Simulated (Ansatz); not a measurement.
This geometry of FGeH3O (6 atoms, charge 0, multiplicity 1) is a first-order saddle point.

Theory: RKS LDA/def2-SVP in Ansatz 0.2.0.

```xyz
6
Properties=species:S:1:pos:R:3
Ge 0.231 -0.064 -0.393
F 0.846 0.037 1.506
H 1.609 0.116 0.447
O -0.764 1.373 -0.623
H -1.721 1.199 -0.533
H -0.778 -1.268 -0.357
```

Problem. Which two structures does it join? (They come from a converged band through this point; their orientation in space is the band's.)

Solution. Bonds broken: Ge1–F2, Ge1–H3. Bonds formed: F2–H3. FGeH3O becomes FH + GeH2O.

First end point:

```xyz
6
Properties=species:S:1:pos:R:3
Ge 0.230 -0.052 0.041
F 0.155 0.055 1.771
H 1.693 0.126 -0.387
O -0.614 1.338 -0.621
H -1.574 1.311 -0.449
H -0.469 -1.384 -0.308
```

Last end point:

```xyz
6
Properties=species:S:1:pos:R:3
Ge 0.163 -0.162 -0.770
F 1.022 0.036 1.403
H 1.774 0.216 0.849
O -0.832 1.318 -0.767
H -1.732 1.170 -0.419
H -0.975 -1.185 -0.250
```

Problem. How far does it lie above each of them?

Solution. 2.14 eV above the first and 0.51 eV above the second. This is the barrier of this one path; another mechanism may lie lower. The orbitals stay closed-shell, which can raise the energy where a bond breaks towards radicals; this wasn't checked here.

The run took 76 s on 1 thread of Arm Neoverse V2 (shared host), peak memory 0.13 GiB.
